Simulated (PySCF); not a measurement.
**Radial density of Rh²⁺ (rhodium, charge +2)**

HSE06, [Kr] 4d6 5p1, one real determinant (an excited configuration). Calculation: PySCF 2.14, in def2-QZVPPD with the def2 core potential (28 electrons) (7s5p4d4f2g, 88 functions); a scalar-relativistic core potential. This is the valence pseudo-density: the core potential removes the inner electrons and smooths the orbitals near the nucleus.

```tsv
r (bohr)	4πr²ρ (e/bohr)	4πr²(ρα − ρβ)
0.0525	3.151e-05	0.0000
0.0882	0.0001925	0.0000
0.148	0.002007	0.0007
0.250	0.03282	0.0114
0.420	0.8750	0.1944
0.706	10.27	1.8372
1.19	12.31	3.3685
2.00	2.493	1.3844
3.36	0.3897	0.3530
5.65	0.04652	0.0464
9.51	0.0002439	0.0002
```

⟨L²⟩ = 8.02 against 12 for a pure F term, so this real determinant mixes terms. Energies and moments cover only the electrons outside the core potential.
